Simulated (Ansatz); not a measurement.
Saddle point of GaHClF, singlet (GaF + HCl → GaCl + HF; bonds formed: Ga1–Cl4, F2–H3; bonds broken: Ga1–F2, H3–Cl4), PBE0-D4/def2-TZVP structure:

```
4
angstrom
Ga -0.9419 -1.2248 -0.1800
F -0.0145 0.1733 -1.1866
H 0.4289 0.5756 -0.0285
Cl 0.5275 0.4759 1.3952
```

Energies are electronic, without zero-point energy. Barriers and step energies count from the start structure reached by relaxing down the imaginary mode; all methods use the PBE0-D4 structures, on which another method's saddle can fall below an end. Program: Ansatz 0.2.0. Basis: def2-TZVPP, with def2-QZVPP for the basis limit. Cores are frozen in the correlated methods. Filled d shells of the heavier atoms are correlated. The def2 sets are not built for correlating such inner shells, so the correlated values are less sure here. B3LYP uses VWN-RPA correlation. Extrapolation: Hartree–Fock as exp(−7.88 √X), correlation as X^−2.97.

| method | barrier (kJ/mol) | step energy (kJ/mol) |
| --- | --- | --- |
| SPW92 | ? | -36.7 |
| PBE-D4 | -1.2 | -29.5 |
| BLYP-D4 | ? | -20.9 |
| r2SCAN-D4 | 4.4 | -26.6 |
| B97M-V | 18.4 | -21.3 |
| PBE0-D4 | 7.6 | -31.3 |
| B3LYP-D4 | 15.1 | -23.0 |
| r2SCAN0-D4 | 10.7 | -29.5 |
| BHLYP-D4 | ? | -24.6 |
| CAM-B3LYP-D4 | 19.0 | -17.2 |
| wB97X-V | 18.8 | -20.1 |
| wB97M-V | 15.3 | -25.6 |
| B2PLYP | 20.6 | -18.6 |
| PBE-QIDH | 15.7 | -27.6 |
| RPA on PBE | 23.7 | -15.3 |
| HF | 56.6 | -14.8 |
| MP2 | 17.8 | -23.0 |
| CCSD | 30.0 | -18.8 |
| CCSD(T) | 23.3 | -20.2 |

Fill in the withheld barriers. (An estimate is asked for; the value comes from the calculation.)

By the calculation: BHLYP-D4 24.4; BLYP-D4 9.5; SPW92 -21.5 kJ/mol. Each is the energy of the saddle less that of the start structure, by the same method.

For comparison, the barrier by CCSD(T) at an estimated basis limit (MP2 extrapolated from triple and quadruple zeta, plus CCSD(T) − MP2 in triple zeta) is 19.5 kJ/mol.

No T1 diagnostic of these runs exceeds 0.014.

For scale, one of the runs: CCSD(T)/def2-TZVPP, 135 basis functions, launched by `ansatz run in.yaml --threads 2 --pin off --events-out ev --progress --plain --max-ram 4352MiB`. Hardware: 2 CPU threads of an Arm Neoverse V1, shared host. Wall time 17 s; peak host memory 0.69 GiB.
